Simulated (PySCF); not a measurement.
B(F)(I)(Me) (CH3BFI), SMILES CB(F)I.

Geometry: B3LYP-D3(BJ)/def2-SVP. The def2 effective core potentials stand for the cores of I; spin–orbit coupling is left out.

Calculation: PBE0/def2-TZVPD in PySCF.

The molecule is in vacuum.

Computed frontier levels, gap, dipole moment and polarisability:
| Quantity | Result |
|---|---|
| highest occupied level | -7.65 eV |
| lowest empty level | -1.00 eV |
| orbital gap | 6.65 eV |
| dipole moment | 1.71 D |
| quadrupole, principal values (traceless, Buckingham form, about the centre of nuclear charge) | -5.03, 0.01, 5.02 D·Å |
| mean static polarisability | 63.0 bohr³ (9.33 Å³) |
| polarisability, principal values | 52.0, 57.6, 79.4 bohr³ |
